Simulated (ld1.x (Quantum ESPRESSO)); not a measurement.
# Ru: one change to an ultrasoft potential, before and after

Ru (Z = 44), ultrasoft, made with ld1.x (Quantum ESPRESSO) 7.5 (LDA (PZ), fully relativistic). Core [Kr], reference 4d7 5s0 5p0 (charge +1). Waves: 5s (bound, empty): rcut 2.45, rcutus 2.75 bohr; 5s channel at 4.05 Ry: rcut 2.45, rcutus 2.75 bohr; 5p (bound, empty): rcut 3.20, rcutus 4.10 bohr; 5p channel at 1.55 Ry: rcut 3.20, rcutus 4.10 bohr; 4d (bound): rcut 1.70, rcutus 2.30 bohr; 4d channel at 0.15 Ry: rcut 1.70, rcutus 2.30 bohr. Local part: all-electron potential smoothed inside 2.80 bohr (lloc = -1). Core correction: none. Augmentation charge: built from norm-conserving waves at rcut, not smoothed further.

Open shells are filled in proportion to 2j + 1 (rel_dist='average').

Change: local potential all-electron potential smoothed inside 3.10 bohr (lloc = -1).

Cutoffs: the cutoffs (Ry, on a coarse ladder) from which the occupation-weighted sum of valence levels, in a spherical-Bessel basis at the reference potential, stays within 10 and 1 mRy of its value at 400 Ry; they do not see the model core or the augmentation charge, which bear on the density cutoff. Errors are all-electron minus pseudo energies relative to the spin-unpolarised reference configuration.

Task: How do hardness, ghosts and transferability respond?

Result: The potential gets neither clearly harder nor softer (18 Ry and 35 Ry → 18 Ry and 35 Ry); both files keep a bound ghost (p, s); of the 7 tests that both files solve, the error grows in 1 and shrinks in 0 by more than 15 % and 0.3 meV (median size 92.1 → 93.7 meV); the range in which the d5/2 phases agree widens (upper end 2.1 → at the end of the scan).

| quantity | base | changed |
| --- | --- | --- |
| cutoff, loose | 18 Ry | 18 Ry |
| cutoff, tight | 35 Ry | 35 Ry |
| bound ghosts | s, p1/2, p3/2 | s, p1/2, p3/2 |
| error for 4d7 5s1 5p0, meV [ΔE -7.61 eV] | +3.3 | +4.3 |
| error for 4d6 5s0 5p0, meV [ΔE 18.44 eV] | -20 | -20 |
| error for 4d5 5s0 5p0, meV [ΔE 49.28 eV] | -136 | -139 |
| error for 4d7 5s0 5p1, meV [ΔE -4.03 eV] | -14 | -15 |
| error for 4d6 5s2 5p0, meV [ΔE -6.00 eV] | -92 | -94 |
| error for 4d6 5s1 5p1, meV [ΔE -1.96 eV] | -97 | -97 |
| error for 4d4 5s0 5p0, meV [ΔE 93.99 eV] | -423 | -431 |
| s: phases at 4.47 bohr within 0.05 rad from the reference energy up to (Ry; the scan ends near 5) | 0.1 | 0.0 |
| p1/2: phases at 4.47 bohr within 0.05 rad from the reference energy up to (Ry; the scan ends near 5) | 0.3 | 0.2 |
| p3/2: phases at 4.47 bohr within 0.05 rad from the reference energy up to (Ry; the scan ends near 5) | 0.3 | 0.3 |
| d3/2: phases at 4.47 bohr within 0.05 rad from the reference energy up to (Ry; the scan ends near 5) | 2.0 | 2.1 |
| d5/2: phases at 4.47 bohr within 0.05 rad from the reference energy up to (Ry; the scan ends near 5) | 2.1 | to the end of the scan |
| lowest overlap eigenvalue by channel | s 0.47, p1/2 0.34, p3/2 0.32, d3/2 0.29, d5/2 0.32 | s 0.49, p1/2 0.35, p3/2 0.33, d3/2 0.30, d5/2 0.33 |

 A true bound ghost makes a file unfit for plane-wave use even where its test errors are small: the radial tests pick states by their node count and pass the ghost by.
